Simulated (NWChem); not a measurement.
System: ZrSF$_{2}$; SMILES [F][Zr]([F])=[S]

```xyz
4

Zr    -0.1930     0.2699     0.0000
S      0.1351    -1.9126     0.0000
F      0.3087     1.1004     1.6478
F      0.3087     1.1004    -1.6478
```
Atoms are numbered in this order, from 1.

All runs: NWChem. All runs use the structure optimised with PBE0/def2-SVP. def2 effective core potentials on Zr; no spin-orbit coupling. Ions are spin-unrestricted doublets at the neutral geometry; other ion states weren't tried. Functional: LC-ωPBE (HJS hole) with def2-SVP; rows give the range parameter ω in 1/bohr.

```
range parameter (1/bohr)  vertical ionisation energy, ΔSCF (eV)  −ε(HOMO) (eV)  ΔSCF minus −ε(HOMO) (eV)
------------------------  -------------------------------------  -------------  ------------------------
0.10                                                       9.41           7.44                      1.97
0.20                                                       9.41           8.53                      0.88
0.25                                                       9.41           8.93                      0.48
0.35                                                       9.41           9.52                     -0.11
```
